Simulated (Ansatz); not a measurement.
Au2Se, relaxed as a singlet with RKS r2SCAN-D4/def2-TZVP in Ansatz, starting from the GFN1-xTB geometry. Force threshold 0.02 eV/Å.

In the def2 sets Au takes a core potential; there is no spin–orbit coupling. The relaxation made no stability test and no search for a lower SCF solution. No other spin state of charge 0 was run. The structure comes from a short search, and lower isomers may exist.

Start:

```xyz
3

Au    0.364   -0.291    0.789
Au    1.361    1.098   -1.042
Se   -1.725   -0.807    0.253
```

| step | energy (eV) | largest force component (eV/Å) | SCF passes |
| --- | --- | --- | --- |
| 1 | -72739.5982 | 1.026 | 22 |
| 2 | -72739.6355 | 0.180 | 24 |
| 3 | -72739.7196 | 0.489 | 30 |
| 4 | -72739.9533 | 0.828 | 29 |
| 5 | -72740.3870 | 1.283 | 29 |
| 6 | -72740.9036 | 0.874 | 29 |
| 7 | -72740.9515 | 1.964 | 35 |
| 8 | -72741.0799 | 0.148 | 28 |
| 9 | -72741.0812 | 0.036 | 23 |
| 10 | -72741.0813 | 0.001 | 24 |

Force components are those of the run's own axes.

End:

```csv
atom,x (Å),y (Å),z (Å)
Au1,0.5026,-0.6230,1.4944
Au2,0.5775,0.9316,-1.2932
Se3,-1.0801,-0.3086,-0.2012
```

Bonds formed: Au2–Se3 (atoms count from 1). Metal–metal contacts that move far: Au1–Au2 2.50 to 3.19 Å. The end is the same structure that another start reached, the lowest one found.

No frequencies were taken in this run, so the end may be a saddle point.

It took 26 s on 4 threads of Arm Neoverse V1 on a shared host.
